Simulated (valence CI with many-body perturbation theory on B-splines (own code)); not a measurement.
## Energy levels of La VIII

Method: relativistic CI+MBPT: four valence electrons over a frozen Dirac-Fock core [Kr] 4d10, a basis of 8 s, 8 p, 9 d, 9 f, 6 g, 3 h, 2 i functions for each j, with the one-electron correlation potential Σ1, the two-electron term Σ2, the three-electron term Σ3, Breit, model QED; selected CI, second order for the rest, scaled by the run's own slope (own B-spline code, finite nucleus).

No measured levels were compared; by estimate levels hold to about 250 cm⁻¹ or 0.2 % of their energy and the worst to 1 %, as in measured heavy ions of charge 2 to 7; those with d or f electrons hold less well. Core correlation moves these levels by up to 38000 cm⁻¹, and in measured spectra 5 to 20 % of such shifts remained as error; rates that hang on mixing are uncertain with them.

Levels 46 to 75 of 75, with energies above the lowest level, 5s2.5p2 3P_0. "Leading %" is the weight of the configuration and term that name the level; weights of strongly mixed levels are sums over their largest components and can fall short. In the jj column 3d3/2^4 stands for four electrons in 3d with j = 3/2. Lifetimes count E1, E2, E3, M1 and M2 decay at the calculated energies, and are blank where another channel may lead or the interval is too uncertain; long ones can be off by a factor of two.

| No. | Configuration | Term | J | E (cm⁻¹) | Leading % | Leading jj | Lifetime | g |
| --- | --- | --- | --- | --- | --- | --- | --- | --- |
| 46 | 4f.5s.5p2 | 3G° | 4 | 256100 | 29 | 4f5/2 5s 5p1/2 5p3/2 (48 %) | 4.00 ns | 1.184 |
| 47 | 4f2.5s2 | 3F | 3 | 256710 | 97 | 4f5/2 4f7/2 5s^2 (97 %) | 1.48 μs | 1.083 |
| 48 | 4f.5s.5p2 | 5G° | 6 | 257050 | 88 | 4f7/2 5s 5p1/2 5p3/2 (66 %) | 14.0 ns | 1.314 |
| 49 | 4f2.5s2 | 3F | 4 | 257060 | 70 | 4f5/2 4f7/2 5s^2 (76 %) | 2.07 μs | 1.180 |
| 50 | 4f.5s.5p2 | 5D° | 0 | 257330 | 86 | 4f5/2 5s 5p1/2 5p3/2 (61 %) | 1.25 ns |  |
| 51 | 5s2.5p.5d | 3F° | 4 | 257490 | 49 | 5s^2 5p3/2 5d5/2 (49 %) | 2.72 ns | 1.183 |
| 52 | 4f.5s.5p2 | 3D° | 2 | 258420 | 42 | 4f7/2 5s 5p1/2 5p3/2 (51 %) | 264 ps | 1.200 |
| 53 | 4f.5s.5p2 | 5D° | 1 | 258640 | 51 | 4f5/2 5s 5p1/2 5p3/2 (67 %) | 1.19 ns | 0.912 |
| 54 | 4f2.5s2 | 1G | 4 | 259030 | 70 | 4f7/2^2 5s^2 (85 %) | 7.24 μs | 1.067 |
| 55 | 4f.5s.5p2 | 5F° | 5 | 259060 | 48 | 4f7/2 5s 5p1/2 5p3/2 (51 %) | 3.92 ns | 1.296 |
| 56 | 4f.5s.5p2 | 5F° | 2 | 259960 | 50 | 4f5/2 5s 5p1/2 5p3/2 (59 %) | 221 ps | 1.060 |
| 57 | 4f.5s.5p2 | 5F° | 3 | 260710 | 57 | 4f5/2 5s 5p1/2 5p3/2 (54 %) | 465 ps | 1.236 |
| 58 | 4f.5s.5p2 | 5F° | 4 | 263870 | 48 | 4f7/2 5s 5p1/2 5p3/2 (54 %) | 3.26 ns | 1.260 |
| 59 | 4f2.5s2 | 1D | 2 | 268170 | 93 | 4f7/2^2 5s^2 (38 %) | 6.51 μs | 1.012 |
| 60 | 4f.5s.5p2 | 3D° | 1 | 269080 | 54 | 4f7/2 5s 5p3/2^2 (34 %) | 97.9 ps | 0.820 |
| 61 | 5s2.5p.5d | 1D° | 2 | 269430 | 30 | 5s^2 5p3/2 5d3/2 (27 %) | 43.0 ps | 1.081 |
| 62 | 4f.5s.5p2 | 3G° | 5 | 270280 | 67 | 4f7/2 5s 5p1/2 5p3/2 (39 %) | 8.06 ns | 1.208 |
| 63 | 5s2.5p.5d | 3D° | 3 | 271350 | 27 | 4f7/2 5s 5p1/2 5p3/2 (21 %) | 62.0 ps | 1.080 |
| 64 | 4f2.5s2 | 1I | 6 | 272080 | 97 | 4f5/2 4f7/2 5s^2 (81 %) | 157 μs | 0.999 |
| 65 | 4f.5s.5p2 | 3F° | 4 | 272500 | 56 | 4f5/2 5s 5p1/2 5p3/2 (49 %) | 1.39 ns | 1.163 |
| 66 | 5s2.5p.5d | 3P° | 0 | 272760 | 80 | 5s^2 5p3/2 5d3/2 (80 %) | 40.8 ps |  |
| 67 | 4f2.5s2 | 3P | 0 | 272850 | 96 | 4f5/2^2 5s^2 (61 %) | 560 ns |  |
| 68 | 4f2.5s2 | 3P | 1 | 273170 | 97 | 4f5/2 4f7/2 5s^2 (97 %) | 599 ns | 1.500 |
| 69 | 4f2.5s2 | 3P | 2 | 273760 | 94 | 4f7/2^2 5s^2 (51 %) | 773 ns | 1.485 |
| 70 | 5s2.5p.5d | 3D° | 3 | 274320 | 28 | 4f7/2 5s 5p1/2 5p3/2 (25 %) | 63.8 ps | 1.134 |
| 71 | 5s2.5p.5d | 3P° | 1 | 275620 | 36 | 5s^2 5p3/2 5d3/2 (50 %) | 43.5 ps | 0.992 |
| 72 | 5s2.5p.5d | 3P° | 2 | 275980 | 30 | 5s^2 5p3/2 5d5/2 (34 %) | 43.7 ps | 1.203 |
| 73 | 4f.5s.5p2 | 3F° | 2 | 277270 | 78 | 4f7/2 5s 5p1/2 5p3/2 (71 %) | 788 ps | 0.730 |
| 74 | 4f.5s.5p2 | 1G° | 4 | 279250 | 48 | 4f7/2 5s 5p1/2 5p3/2 (51 %) | 413 ps | 1.054 |
| 75 | 4f.5s.5p2 | 1F° | 3 | 279330 | 44 | 4f5/2 5s 5p1/2 5p3/2 (54 %) | 325 ps | 0.959 |

Names give the largest LS component (configuration and term), which can be under half, so a name can repeat, a term be missing and a line seem to break the LS rules; names also repeat where a configuration has a term twice.

Where two levels of one J and parity lie close, their mixing, g and order are uncertain.
